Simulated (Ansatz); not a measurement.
Name a neutral molecule of B, C, S, Si and H with size of the dipole moment (ωB97M-V/def2-TZVPP) between 1.40 and 1.70 D and HOMO–LUMO gap (PBE/def2-TZVPP) between 2.65 and 2.95 eV (Ansatz, PBE0-D4/def2-TZVP geometry).

`S[SiH]1BCC1` (1.46 D, 2.93 eV). Other molecules can fit too; these were computed, each in one conformer that needn't be the lowest.
